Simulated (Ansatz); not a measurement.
Task: Name a neutral molecule of B, C, N and H with HOMO–LUMO gap (B3LYP/def2-TZVPP) between 5.15 and 5.45 eV and HOMO–LUMO gap (ωB97M-V/def2-TZVPP) between 10.05 and 10.35 eV (Ansatz, PBE0-D4/def2-TZVP geometry).

Result: `BCC=N` (5.44 eV, 10.23 eV). Other molecules can fit too; these were computed, each in one conformer that needn't be the lowest.

B3LYP here is the variant with VWN-RPA as its local correlation; programs differ in this.
